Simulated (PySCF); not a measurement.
PySCF input for C₃H₁₁FSi₂, SMILES CC(C)[SiH2][SiH2]F, PBE/pcSseg-1. Geometry: B3LYP-D3(BJ)/def2-SVP. The structure was generated by enumeration, and PubChem lists no compound with its InChIKey, so it may never have been made. One conformer was computed; it need not be the lowest.

```python
import numpy as np
from pyscf import gto, scf, dft
from pyscf.prop.nmr import rks as nmr

mol = gto.M(
    atom='''
    C    -1.98155353    0.86738519   -0.47966375
    C    -1.36334800   -0.50286713   -0.79420396
    C    -1.58852194   -1.50215391    0.35133079
    Si    0.49235463   -0.34777032   -1.20110875
    Si    1.57369085    0.74609608    0.58188923
    F     0.85064462    0.25914265    1.97672045
    H    -3.07024978    0.78070946   -0.32307259
    H    -1.55609157    1.29149071    0.44573151
    H    -1.81869703    1.59625757   -1.29002789
    H    -1.83878889   -0.89981826   -1.71040796
    H    -1.08069810   -1.16880108    1.27034154
    H    -1.20776218   -2.50544371    0.10221248
    H    -2.66361299   -1.60059684    0.57973789
    H     1.09965957   -1.69645565   -1.41548140
    H     0.70905351    0.46517390   -2.43870617
    H     1.42077999    2.22835718    0.50312662
    H     3.02651029    0.42609722    0.69035690
    ''',
    basis='pcSseg-1',
    charge=0,
    spin=0,
    max_memory=1600,
    verbose=3,
)
mf = dft.RKS(mol, xc='pbe').density_fit(auxbasis='def2-universal-jkfit')
mf.grids.level = 3
mf.conv_tol = 1e-10
mf.max_cycle = 100
mf.kernel()
n = nmr.NMR(mf)
n.verbose = 2
n.max_cycle_cphf = 60
sigma = n.kernel()
print('atom   isotropic/ppm   span/ppm')
for i, s in enumerate(sigma):
    w = np.linalg.eigvalsh((s + s.T) / 2)
    print(f'{mol.atom_symbol(i):2s}{i + 1:3d} {w.mean():14.3f} {w[2] - w[0]:11.3f}')
```

It prints:

```
converged SCF energy = -799.207533411157
atom   isotropic/ppm   span/ppm
C   1        157.127      35.314
C   2        162.302      10.820
C   3        157.281      38.349
Si  4        398.675      98.132
Si  5        317.658     238.272
F   6        428.787     110.465
H   7         29.809      10.874
H   8         30.017       8.310
H   9         29.755      10.446
H  10         29.707       9.154
H  11         29.761       9.590
H  12         29.890      10.573
H  13         30.019      10.924
H  14         27.247       8.400
H  15         27.436       8.148
H  16         25.134       7.123
H  17         25.234       8.273
```

The calculation finished and met its thresholds.

Cost: about 60 core-seconds (a rough figure).
